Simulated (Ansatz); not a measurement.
Born–Oppenheimer molecular dynamics of CH₃ClZn (6 atoms, charge 0, multiplicity 1). It goes on from the last frame of an earlier run, with new velocities.

Level of theory: Ansatz 0.2.0, RHF/def2-SVP.

| Quantity | Value |
| --- | --- |
| ensemble | NVT, Langevin thermostat |
| time step | 0.25 fs |
| steps asked | 100 |
| set temperature | 2000 K |
| friction | 0.02 /fs |
| masses | H 10 u |
| seed | 374710 |

Frames 0.25 fs apart, positions in Å, forces in eV/Å.

Velocities at 17.5 fs (Å/ps):

```
Zn -5.50 -1.11 5.65
Cl 2.99 5.92 9.03
C 5.91 10.20 14.98
H 12.33 -0.20 7.38
H 11.06 -5.16 13.96
H 8.69 -16.38 22.92
```

```xyz
6
Properties=species:S:1:pos:R:3:forces:R:3 time_fs=17.5 energy_less_start_eV=0.331 T=1815
Zn 0.092 0.011 0.062 0.03 0.19 1.19
Cl -0.019 -0.016 2.318 0.12 0.01 -1.23
C -0.145 -0.058 -1.918 -5.59 -3.67 4.07
H -0.109 -1.164 -2.088 0.53 1.17 -0.73
H -1.303 0.175 -1.943 2.35 -0.20 -0.37
H 0.373 0.589 -2.463 2.55 2.51 -2.93
6
Properties=species:S:1:pos:R:3:forces:R:3 time_fs=17.75 energy_less_start_eV=0.350 T=1855
Zn 0.090 0.011 0.064 0.04 0.19 1.23
Cl -0.018 -0.014 2.320 0.12 0.01 -1.24
C -0.144 -0.055 -1.914 -5.71 -3.99 4.19
H -0.106 -1.164 -2.086 0.52 1.25 -0.69
H -1.300 0.174 -1.940 2.32 -0.17 -0.39
H 0.375 0.585 -2.457 2.71 2.71 -3.10
6
Properties=species:S:1:pos:R:3:forces:R:3 time_fs=18 energy_less_start_eV=0.368 T=1750
Zn 0.089 0.010 0.065 0.05 0.20 1.27
Cl -0.018 -0.012 2.322 0.11 0.01 -1.24
C -0.143 -0.053 -1.911 -5.82 -4.30 4.29
H -0.102 -1.164 -2.085 0.51 1.34 -0.66
H -1.298 0.173 -1.937 2.28 -0.14 -0.40
H 0.378 0.582 -2.451 2.86 2.91 -3.26
6
Properties=species:S:1:pos:R:3:forces:R:3 time_fs=18.25 energy_less_start_eV=0.381 T=1782
Zn 0.088 0.010 0.067 0.06 0.20 1.31
Cl -0.017 -0.011 2.324 0.11 0.00 -1.25
C -0.142 -0.051 -1.906 -5.88 -4.58 4.37
H -0.099 -1.165 -2.083 0.49 1.41 -0.62
H -1.294 0.171 -1.934 2.23 -0.11 -0.41
H 0.380 0.578 -2.446 3.00 3.08 -3.39
6
Properties=species:S:1:pos:R:3:forces:R:3 time_fs=18.5 energy_less_start_eV=0.387 T=1994
Zn 0.087 0.009 0.069 0.07 0.20 1.35
Cl -0.016 -0.009 2.326 0.11 0.00 -1.25
C -0.142 -0.050 -1.902 -5.91 -4.78 4.40
H -0.095 -1.165 -2.082 0.46 1.47 -0.59
H -1.292 0.170 -1.931 2.17 -0.09 -0.43
H 0.383 0.574 -2.440 3.09 3.20 -3.48
6
Properties=species:S:1:pos:R:3:forces:R:3 time_fs=18.75 energy_less_start_eV=0.382 T=2038
Zn 0.085 0.009 0.070 0.08 0.20 1.40
Cl -0.015 -0.008 2.328 0.11 0.00 -1.25
C -0.142 -0.049 -1.897 -5.87 -4.88 4.36
H -0.090 -1.166 -2.082 0.44 1.51 -0.55
H -1.289 0.169 -1.927 2.12 -0.07 -0.44
H 0.387 0.570 -2.434 3.13 3.25 -3.51
6
Properties=species:S:1:pos:R:3:forces:R:3 time_fs=19 energy_less_start_eV=0.373 T=1960
Zn 0.084 0.008 0.072 0.09 0.20 1.45
Cl -0.014 -0.007 2.330 0.10 0.00 -1.25
C -0.141 -0.049 -1.892 -5.79 -4.96 4.28
H -0.086 -1.167 -2.081 0.41 1.56 -0.51
H -1.286 0.167 -1.924 2.06 -0.06 -0.45
H 0.391 0.567 -2.429 3.14 3.26 -3.51
6
Properties=species:S:1:pos:R:3:forces:R:3 time_fs=19.25 energy_less_start_eV=0.367 T=2007
Zn 0.083 0.007 0.074 0.10 0.20 1.50
Cl -0.012 -0.006 2.332 0.10 0.00 -1.25
C -0.142 -0.049 -1.887 -5.71 -5.07 4.21
H -0.081 -1.168 -2.080 0.38 1.62 -0.47
H -1.282 0.165 -1.921 1.98 -0.03 -0.46
H 0.394 0.564 -2.423 3.15 3.29 -3.51
6
Properties=species:S:1:pos:R:3:forces:R:3 time_fs=19.5 energy_less_start_eV=0.356 T=1984
Zn 0.081 0.007 0.075 0.11 0.20 1.55
Cl -0.011 -0.004 2.334 0.10 0.00 -1.26
C -0.142 -0.048 -1.882 -5.60 -5.15 4.11
H -0.077 -1.169 -2.080 0.35 1.68 -0.42
H -1.279 0.164 -1.919 1.89 -0.01 -0.48
H 0.398 0.561 -2.417 3.15 3.29 -3.50
6
Properties=species:S:1:pos:R:3:forces:R:3 time_fs=19.75 energy_less_start_eV=0.338 T=1998
Zn 0.080 0.006 0.077 0.11 0.20 1.60
Cl -0.009 -0.003 2.336 0.10 -0.01 -1.26
C -0.143 -0.048 -1.877 -5.43 -5.16 3.97
H -0.072 -1.170 -2.079 0.32 1.71 -0.39
H -1.275 0.162 -1.917 1.80 0.01 -0.49
H 0.403 0.559 -2.412 3.10 3.24 -3.43
6
Properties=species:S:1:pos:R:3:forces:R:3 time_fs=20 energy_less_start_eV=0.314 T=1975
Zn 0.079 0.005 0.079 0.12 0.19 1.65
Cl -0.006 -0.002 2.337 0.10 -0.01 -1.26
C -0.143 -0.049 -1.872 -5.22 -5.11 3.79
H -0.068 -1.170 -2.079 0.29 1.72 -0.35
H -1.272 0.159 -1.915 1.70 0.04 -0.50
H 0.407 0.557 -2.408 3.02 3.16 -3.34
6
Properties=species:S:1:pos:R:3:forces:R:3 time_fs=20.25 energy_less_start_eV=0.286 T=1959
Zn 0.078 0.005 0.080 0.13 0.19 1.70
Cl -0.004 -0.001 2.339 0.09 -0.01 -1.25
C -0.145 -0.050 -1.867 -4.98 -5.02 3.59
H -0.064 -1.171 -2.078 0.26 1.72 -0.32
H -1.268 0.157 -1.913 1.59 0.06 -0.51
H 0.412 0.554 -2.404 2.91 3.05 -3.22
```

Of the whole run (25 fs, mean temperature of the second half 2133 K): A run of 0.025 ps of so small a system gives no equilibrium averages.

The run took 95 s on 1 thread of Arm Neoverse V2 (shared host), peak memory 0.14 GiB.
